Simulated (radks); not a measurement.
Values are calculated unless marked as measured or tabulated.
The manganese ion Mn2+ inside a hard spherical wall (all orbitals vanish at R), configuration held at [Ar] 3d5 and not refilled when levels cross. Level of theory: non-relativistic Kohn-Sham, PBEsol, spin-polarised, spherical densities, point nucleus; open shells are filled with parallel spins first (a radial shooting solver on a logarithmic mesh with Libxc functionals). Eigenvalues in eV for spin up, with the zero of energy where the potential of the charges vanishes at infinity; a dash marks a level that is unbound or too diffuse for the functional's potential to be trusted. A positive occupied level is held by the wall or, in an anion where self-interaction has pushed it up, behind a barrier. The pressure on the wall is -dE/dV.

R (bohr)  E (hartree)  kinetic (hartree)    e(2p)    e(3s)    e(3p)    e(3d)  e(4s, empty)  e(4p, empty)  pressure (GPa)
free      -1148.79291           1147.791  -644.92  -103.30  -73.524  -26.019       -19.662       -14.095               0
20        -1148.79291           1147.791  -644.92  -103.30  -73.524  -26.019       -19.662       -14.095        < 0.0001
10        -1148.79291           1147.791  -644.92  -103.30  -73.524  -26.019       -19.662       -14.094        < 0.0001
8         -1148.79291           1147.791  -644.92  -103.30  -73.524  -26.019       -19.660       -14.073        0.000125
7         -1148.79290           1147.792  -644.91  -103.30  -73.523  -26.018       -19.644       -14.002         0.00182
6         -1148.79274           1147.793  -644.90  -103.28  -73.511  -26.007       -19.554       -13.725          0.0259
5         -1148.79121           1147.809  -644.80  -103.20  -73.431  -25.926       -19.077       -12.717           0.363
2.5       -1148.27920           1150.578  -635.03  -96.334  -66.573  -17.756        12.750        26.232             497
1.5       -1138.78933           1188.543  -571.07  -49.377  -16.498   38.362        216.54        231.64           35300
